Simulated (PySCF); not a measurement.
CH6GeOSi, SMILES [CH2]1O[SiH2][GeH2]1.

Geometry: TPSSh-D3(BJ)/def2-SVP. The structure was generated by enumeration, and PubChem lists no compound with its InChIKey, so it may never have been made.

Two levels are set side by side: TDDFT-PBE/def2-SVPD (PySCF) and TDDFT-B3LYP/def2-SVPD (PySCF). Vertical, same geometry. The lowest singlet is HOMO−1→LUMO 99 % with PBE and HOMO→LUMO 76 %, HOMO→LUMO+1 14 % with the other functional; states are paired by order. Differences are taken from unrounded values.

| quantity | TDDFT-PBE |
|---|---|
| lowest singlet excitation (eV) | 5.30 |
| lowest triplet excitation (TDA) (eV) | 4.89 |
| first bright state (f over 0.05) (eV) | 5.64 |
| its oscillator strength | 0.07 |

These are the TDDFT-PBE values. What does TDDFT-B3LYP give? (Estimate from the structure and the level; the computed values follow.)


```tsv
quantity	TDDFT-B3LYP	TDDFT-PBE minus TDDFT-B3LYP
lowest singlet excitation (eV)	5.85	-0.55
lowest triplet excitation (TDA) (eV)	5.19	-0.30
first bright state (f over 0.05) (eV)	5.85	-0.21
its oscillator strength	0.07	0.00
```

Functionals without exact exchange tend to place singlet excitations lower, as here. Differences between two approximate levels are no errors against the true value.

Rough cost on one machine, each run with all the roots and properties that it gave: TDDFT-B3LYP against TDDFT-PBE about 3 times.
